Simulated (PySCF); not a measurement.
A structure optimised at PBE-D3(BJ)/def2-SVP, used in a PySCF frequency run:

```xyz
12

C     -2.3403    -0.6268     0.7249
C     -1.2193     0.1499     0.0294
O     -1.1307     1.5057     0.4762
Si     0.4811    -0.7085     0.2208
Cl     1.9181     0.2500    -0.9423
H     -2.1291    -0.7656     1.8077
H     -2.4807    -1.6334     0.2799
H     -3.2958    -0.0696     0.6379
H     -1.4411     0.2147    -1.0585
H     -0.9312     1.4810     1.4318
H      0.4500    -2.1608    -0.1717
H      0.8884    -0.5819     1.6655
```
Charge 0, spin multiplicity 1.

### Question
Write its SMILES and formula.

### Answer
C[C@@H](O)[SiH2]Cl, C₂H₇ClOSi

### Question
What are its rotational constants (standard atomic weights)?

### Answer
6.0063, 1.5955, 1.3633 GHz
